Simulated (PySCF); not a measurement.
C₃H₅BN₂O, SMILES B1(N)C=CN=CO1.

Geometry: TPSSh-D3(BJ)/def2-SVP. The structure was generated by enumeration, and PubChem lists no compound with its InChIKey, so it may never have been made. Other conformers were not sampled.

These are TDDFT-PBE/def2-SVPD run with PySCF 2.14.0 values and carry that method's errors.

Vertical excitations. Gas-phase values at a fixed geometry. State labels are in the subgroup Cs.

```
state  symmetry  energy (eV)  λ (nm)      f                                                                main pairs
-----  --------  -----------  ------  -----  ------------------------------------------------------------------------
S1           A"         4.19     296  0.000                                                         HOMO−1→LUMO 100 %
S2           A'         4.37     284  0.054                                                            HOMO→LUMO 88 %
S3           A"         5.54     224  0.002                                                         HOMO→LUMO+2 100 %
S4           A"         5.79     214  0.001                                                          HOMO−3→LUMO 99 %
S5           A'         5.89     211  0.018                                      HOMO−1→LUMO+2 61 %, HOMO→LUMO+1 23 %
S6           A'         5.98     207  0.120                                      HOMO−2→LUMO 62 %, HOMO−1→LUMO+2 22 %
S7           A'         6.04     205  0.087  HOMO→LUMO+1 51 %, HOMO−1→LUMO+2 16 %, HOMO−4→LUMO 15 %, HOMO−2→LUMO 14 %
S8           A"         6.09     204  0.005                                                        HOMO−1→LUMO+1 98 %
S9           A"         6.48     191  0.004                                                         HOMO→LUMO+3 100 %
S10          A"         6.70     185  0.006                                                         HOMO→LUMO+4 100 %
T1           A'         3.24     383      0                                                            HOMO→LUMO 96 %
T2           A"         3.98     311      0                                                          HOMO−1→LUMO 99 %
T3           A'         4.99     248      0                                        HOMO−2→LUMO 59 %, HOMO→LUMO+1 38 %
T4           A'         5.02     247      0                                        HOMO→LUMO+1 55 %, HOMO−2→LUMO 35 %
```
Triplets are in the Tamm–Dancoff approximation, which puts them higher than full response would, so one can lie above its singlet here.
